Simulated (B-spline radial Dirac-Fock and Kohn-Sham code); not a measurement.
## Internal conversion coefficients of Dy at 20 keV

Z = 66 (dysprosium), transition energy 20 keV. Model: a Dirac-Hartree-Slater potential of the neutral atom with a Latter tail (no hole, which puts coefficients of high multipoles low close above an edge), finite nucleus with surface currents. Program: an atomic code on a B-spline grid. The K shell is not open to conversion at this energy. Subshells that would emit electrons below 1 keV are left out.

Input of the calculation (task.json; shells as n, l, electrons):

```json
{"items": [{
  "Z": 66,
  "q": 0,
  "cfg": [[1, 0, 2], [2, 0, 2], [2, 1, 6], [3, 0, 2], [3, 1, 6], [3, 2, 10], [4, 0, 2], [4, 1, 6], [4, 2, 10], [4, 3, 10], [5, 0, 2], [5, 1, 6], [6, 0, 2]],
  "A": 164,
  "rrms": 5.2218,
  "do": "conversion",
  "gamma": [20],
  "edges": {"L1": 9046.0, "L2": 8581.0, "L3": 7790.0, "M1": 2047.0, "M2": 1842.0, "M3": 1676.0, "M4": 1333.0, "M5": 1292.0, "N1": 414.2, "N2": 333.5, "N3": 293.2, "N4": 153.6, "N5": 153.6}
}]}
```

Command: `python xray2_run.py task.json out`

| subshell | electron energy (keV) | E4 | E5 | M1 | M2 | M5 |
| --- | --- | --- | --- | --- | --- | --- |
| L1 | 10.95 | 106000 | 3.00e+06 | 30.8 | 3630 | 7.81e+07 |
| L2 | 11.42 | 9.22e+06 | 3.18e+08 | 2.95 | 215 | 6.07e+06 |
| L3 | 12.21 | 1.27e+07 | 4.55e+08 | 0.506 | 2060 | 4.24e+09 |
| M1 | 17.95 | 33500 | 1.28e+06 | 6.73 | 898 | 7.81e+07 |
| M2 | 18.16 | 3.72e+06 | 1.95e+08 | 0.682 | 60.8 | 5.75e+06 |
| M3 | 18.32 | 4.65e+06 | 2.31e+08 | 0.116 | 517 | 2.38e+09 |
| M4 | 18.67 | 3.29e+06 | 5.63e+08 | 0.0117 | 7.55 | 3.80e+07 |
| M5 | 18.71 | 4.23e+06 | 6.73e+08 | 0.00720 | 0.752 | 1.28e+09 |
| total |  | 4.22e+07 | 2.88e+09 | 44.0 | 7800 | 9.21e+09 |

Problem. For a pure M5 transition, what fraction of decays emits a photon?

Solution. 1/(1 + α) = 1.09e-10 with the total α = 9.21e+09; the total includes the outer subshells that are not listed.
